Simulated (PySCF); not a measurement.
Species: C3H2FNSe.
Bonds: F1–C2, C2–C3 (aromatic), C3–C4 (aromatic), C4–N5 (aromatic), N5–Se6 (aromatic), C2–Se6 (aromatic). Hydrogens: H7 on C3; H8 on C4.

Computed by this run: PySCF, PBE0-D3(BJ)/def2-SVP geometry optimisation, gas phase; density fitting, grid level 1; the optimiser is geomeTRIC in internal coordinates, started from a GFN2-xTB structure with every atom displaced at random (about 0.01 Å).

Geometry at step 5:
```
atom  x, y, z in Å
F1      2.3601    0.0052   -0.6296
C2      1.1099    0.2138   -0.2828
C3      0.1489   -0.7291   -0.0693
C4     -1.0951   -0.1168    0.2741
N5     -1.1989    1.1822    0.3538
Se6     0.4087    1.9238   -0.0246
H7      0.3218   -1.8016   -0.1584
H8     -1.9982   -0.7031    0.4818
```

Task: Give the atomic forces at this geometry.

Result: 
| atom | Fx (eV/Å) | Fy (eV/Å) | Fz (eV/Å) |
| --- | --- | --- | --- |
| F1 | -0.038 | -0.043 | 0.043 |
| C2 | -0.045 | 0.094 | 0.001 |
| C3 | 0.029 | 0.029 | -0.029 |
| C4 | -0.096 | -0.123 | 0.038 |
| N5 | 0.118 | -0.023 | -0.010 |
| Se6 | 0.059 | 0.096 | -0.038 |
| H7 | -0.017 | -0.003 | -0.004 |
| H8 | -0.010 | -0.027 | -0.001 |

The largest, 0.16 eV/Å, acts on C4; the rms over all components is 0.056 eV/Å. The forces sum to zero within rounding, as they must for an isolated molecule in no field.

Task: Give the force on C4 in Eh/bohr and in nN.

Result: 0.161 eV/Å ÷ 51.422 = 0.00312 Eh/bohr, and 0.161 eV/Å × 1.602 = 0.26 nN.

Task: How far is this geometry from the end of the optimisation?

Result: 0.002 eV above it, and 0.007 Å rms away after alignment. The bonds farthest from their final lengths, with half the difference of the two atoms' forces along the bond (positive lengthens):

| bond | now (Å) | final (Å) | force along bond (eV/Å) |
| --- | --- | --- | --- |
| C2–Se6 | 1.866 | 1.865 | -0.02 |

The angle farthest from its final value is F1–C2–C3, 127.0° against 126.5°.

What follows is the cost of the whole optimisation. Hardware: one thread, Arm Neoverse V1 (aarch64), shared host. Cost: 40 s of wall time, 0.48 GiB resident at most.
